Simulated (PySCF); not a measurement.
Computed shifts of a molecule H₉NSi₃, PBE0/pcSseg-1 in PySCF, GIAO, gas phase, atoms alike by connectivity averaged where their shifts nearly agree, in ppm (number of nuclei): ²⁹Si: -41.9 (1), -48.0 (1), -106.2 (1). ¹⁵N: -3.0 (1). ¹H: 5.31 (2), 4.97 (3), 3.92 (3), -0.49 (1). References: ²⁹Si against TMS (σ = 352.7 ppm); ¹⁵N against NH3 (σ = 267.4 ppm); ¹H against TMS (σ = 31.56 ppm), references at their B3LYP-D3(BJ)/def2-TZVP geometries, non-relativistic. Geometry: PBE0-D3(BJ)/def2-SVP. The values are those of a single conformer.

Problem. Which molecule gave these data?
(A) N[SiH2][SiH2][SiH3]
(B) N[SiH]([SiH3])[SiH3]
(C) [SiH3]N([SiH3])[SiH3]
(D) [SiH3]N[SiH2][SiH3]

Solution. D, [SiH3]N[SiH2][SiH3]
